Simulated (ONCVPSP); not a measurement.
**Logarithmic derivatives: promethium, ONCV**

Pm, optimised norm-conserving Vanderbilt (ONCV), made with ONCVPSP 4.0.1 (PBE, fully relativistic). Core [Kr] 4d10, reference 4f5 5s2 5p6 6s1 6p1. Waves: 5s+6s: rc 2.70 bohr, ncon 3, nbas 7, qcut 3.6 1/bohr, 2 projectors; 5p+6p: rc 2.25 bohr, ncon 4, nbas 7, qcut 5.5 1/bohr, 2 projectors; d scattering state at 0.03 Ha: rc 2.80 bohr, ncon 4, nbas 9, qcut 3.6 1/bohr, 2 projectors, debl 0.5 Ha; 4f: rc 1.50 bohr, ncon 4, nbas 9, qcut 11.3 1/bohr, 2 projectors, debl 3.9 Ha. Local part: polynomial inside 1.00 bohr (lpopt 5, dvloc0 3 Ha). Core correction: Teter function, fcfact 3.75, rcfact 1.

Open shells are filled in proportion to 2j + 1.

In the d channel the program set the typed energies aside and used 0.050, 0.550 Ha (j = l + 1/2; the other j can differ).

The phase is arctan(r·R′/R) of the radial function R(r), unwrapped; energies in Ha, scanned from -3 to 5 Ha. A pole is an energy at which the radial function vanishes at the test radius. The pseudo phase is shifted by a multiple of π to meet the all-electron one at the reference energy, and phase errors are pseudo minus all-electron; the curves can meet again beyond the range given. Levels narrower than the energy grid can be missing from the lists of poles. Where the grid stepped over a known ghost or core level, its pole and its step of π were put in at the level’s energy.

Question: For each channel, where are the poles, and over which energies does the pseudopotential scatter like the atom?

Answer:

| channel | radius (bohr) | reference energy (Ha) | poles, all-electron | poles, pseudo | unbroken range about the reference energy with phases within 0.05 rad | phase error 1 Ha above the reference energy (rad) |
| --- | --- | --- | --- | --- | --- | --- |
| s | 2.73 | -0.16 | -1.51, 1.86 | -1.51, 1.74, 4.67 | below 2.3 | -0.005 |
| p3/2 | 2.29 | -0.06 | -0.32, 4.83 | -0.32, 1.68, 4.96 | below 1.3 | -0.003 |
| p1/2 | 2.29 | -0.07 | -0.53, 4.50 | -0.53, 2.21, 4.72 | below 1.4 | -0.004 |
| d5/2 | 2.83 | 0.05 | 0.41, 3.50 | -1.01, 0.41, 3.62 | -1.0 to 4.6 | +0.000 |
| d3/2 | 2.83 | 0.05 | 0.38, 3.45 | 0.38, 3.61 | below 4.4 | +0.001 |
| f7/2 | 1.52 | -0.12 | 0.39 | 0.39 | the whole range | +0.001 |
| f5/2 | 1.52 | -0.13 | 0.36 | 0.36 | the whole range | +0.001 |

Note: ghosts flagged at negative energy: s at -111.5 eV, d5/2 at -27.5 eV; GHOST(+) flagged for d3/2 at 14.4 eV, p3/2 at 46.0 eV, p1/2 at 59.6 eV. A true bound ghost makes a file unfit for plane-wave use.

Phases in the f5/2 channel:

| E (Ha) | all-electron | pseudo |
| --- | --- | --- |
| -2.98 | 1.221 | 1.222 |
| -2.76 | 1.202 | 1.203 |
| -2.54 | 1.181 | 1.181 |
| -2.32 | 1.155 | 1.155 |
| -2.10 | 1.123 | 1.123 |
| -1.88 | 1.083 | 1.083 |
| -1.66 | 1.030 | 1.031 |
| -1.44 | 0.958 | 0.959 |
| -1.22 | 0.851 | 0.852 |
| -1.00 | 0.678 | 0.679 |
| -0.78 | 0.370 | 0.372 |
| -0.56 | -0.167 | -0.166 |
| -0.34 | -0.782 | -0.782 |
| -0.12 | -1.183 | -1.183 |
| 0.10 | -1.409 | -1.409 |
| 0.32 | -1.550 | -1.550 |
| 0.54 | -1.651 | -1.650 |
| 0.76 | -1.733 | -1.732 |
| 0.98 | -1.806 | -1.805 |
| 1.20 | -1.879 | -1.878 |
| 1.42 | -1.957 | -1.956 |
| 1.64 | -2.047 | -2.045 |
| 1.86 | -2.158 | -2.155 |
| 2.08 | -2.300 | -2.297 |
| 2.30 | -2.490 | -2.486 |
| 2.52 | -2.743 | -2.739 |
| 2.74 | -3.057 | -3.054 |
| 2.96 | -3.389 | -3.387 |
| 3.18 | -3.680 | -3.679 |
| 3.40 | -3.904 | -3.903 |
| 3.62 | -4.067 | -4.067 |
| 3.84 | -4.186 | -4.186 |
| 4.06 | -4.276 | -4.276 |
| 4.28 | -4.346 | -4.345 |
| 4.50 | -4.401 | -4.400 |
| 4.72 | -4.446 | -4.445 |
| 4.94 | -4.483 | -4.482 |
